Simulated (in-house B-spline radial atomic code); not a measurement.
Binding energies in the neodymium ion Nd⁵⁺

NIST's tabulated ground configuration is [Kr] 4d10 4f2 5s2 5p5; each binding energy is the energy of the ion with one electron taken from that subshell, relaxed, less that of the parent. All numbers are computed (Dirac-Hartree-Fock, average of configuration; Fermi nucleus of rms radius 4.9123 fm) with a B-spline radial code for spherical atoms, not measured. Energies include first-order Breit, QED and recoil terms.

```json
{"subshell": "1s", "X-ray name": "K", "binding energy (eV)": "43644.9", "-ε (eV)": "43889.7", "relaxation (eV)": "70.4"}
{"subshell": "3s", "X-ray name": "M1", "binding energy (eV)": "1660.3", "-ε (eV)": "1680.5", "relaxation (eV)": "16.6"}
{"subshell": "3d3/2", "X-ray name": "M4", "binding energy (eV)": "1081", "-ε (eV)": "1100.5", "relaxation (eV)": "18.5"}
{"subshell": "3d5/2", "X-ray name": "M5", "binding energy (eV)": "1059.1", "-ε (eV)": "1077.8", "relaxation (eV)": "18.2"}
{"subshell": "4s", "X-ray name": "N1", "binding energy (eV)": "404", "-ε (eV)": "410.2", "relaxation (eV)": "5.5"}
{"subshell": "4d3/2", "X-ray name": "N4", "binding energy (eV)": "199.3", "-ε (eV)": "203.9", "relaxation (eV)": "4.6"}
{"subshell": "4d5/2", "X-ray name": "N5", "binding energy (eV)": "195.2", "-ε (eV)": "199.7", "relaxation (eV)": "4.4"}
{"subshell": "5s", "X-ray name": "O1", "binding energy (eV)": "106.5", "-ε (eV)": "107.3", "relaxation (eV)": "0.7"}
{"subshell": "5p", "X-ray name": "O2,3", "binding energy (eV)": "82.14", "-ε (eV)": "82.73", "relaxation (eV)": "0.54"}
{"subshell": "4f", "X-ray name": "N6,7", "binding energy (eV)": "73.52", "-ε (eV)": "76.43", "relaxation (eV)": "3.07"}
```

Relaxation = -ε minus the binding energy without Breit, QED and recoil terms.

What does it cost to remove both a 3d3/2 and a 4s electron?

1518.7 eV, which is 33.74 eV more than the two single binding energies together.

What does it cost to remove both a 4f and a 5s electron?

197.98 eV, which is 17.97 eV more than the two single binding energies together.

What does it cost to remove both a 3d5/2 and a 4s electron?

1496.8 eV, which is 33.7 eV more than the two single binding energies together.
